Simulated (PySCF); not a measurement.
Vertical excitations of a molecule C3H7BO2 from TDDFT-B3LYP/def2-SVPD in PySCF, as energy in eV (oscillator strength): 6.24 (0.002), 6.60 (0.035), 6.79 (0.305), 7.01 (0.025), 7.41 (0.010), 7.57 (0.036), 7.69 (0.004), 7.70 (0.003), 7.90 (0.011), 8.07 (0.021). Lowest triplet (TDA): 4.12 eV. The structure is a stationary point at PBE0-D3(BJ)/def2-SVP. Other conformers were not sampled.

Question: Which structure fits?
(A) C=COB(C)O
(B) OB1CC(O)C1
(C) C=CB(O)OC
(D) CB(O)C(C)=O

Answer: C, C=CB(O)OC
